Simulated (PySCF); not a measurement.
C3H10BN. Atoms are numbered in the order given.

```xyz
15

B      0.0777    -0.0007     0.5058
C     -0.0715    -0.7509     1.8947
H     -0.5582    -1.7392     1.8363
H     -0.6492    -0.1307     2.6039
H      0.9203    -0.8893     2.3621
C      0.7529     1.4381     0.4324
H      1.6253     1.4468    -0.2450
H      1.0976     1.7918     1.4163
H      0.0494     2.1945     0.0402
N     -0.3982    -0.6268    -0.6585
C     -0.3753    -0.1423    -2.0226
H     -0.8233    -1.5442    -0.5621
H      0.0950     0.8490    -2.0635
H     -1.3920    -0.0460    -2.4452
H      0.1981    -0.8109    -2.6902
```

The structure is a stationary point at B3LYP-D3(BJ)/def2-SVP. The values are those of a single conformer.

Calculation: M06-2X/def2-TZVP (PySCF).

The molecule is in vacuum.

```
Item                                                                                                           Result
---------------------------------------------------------------------------------------------  ----------------------
total energy                                                                                       -199.97109 hartree
highest occupied level                                                                                       -8.67 eV
lowest empty level                                                                                            1.35 eV
orbital gap                                                                                                  10.03 eV
dipole moment                                                                                                  1.35 D
quadrupole, principal values (traceless, Buckingham form, about the centre of nuclear charge)  -1.30, -0.92, 2.22 D·Å
mean static polarisability                                                                       59.9 bohr³ (8.87 Å³)
polarisability, principal values                                                               48.9, 59.5, 71.2 bohr³
```
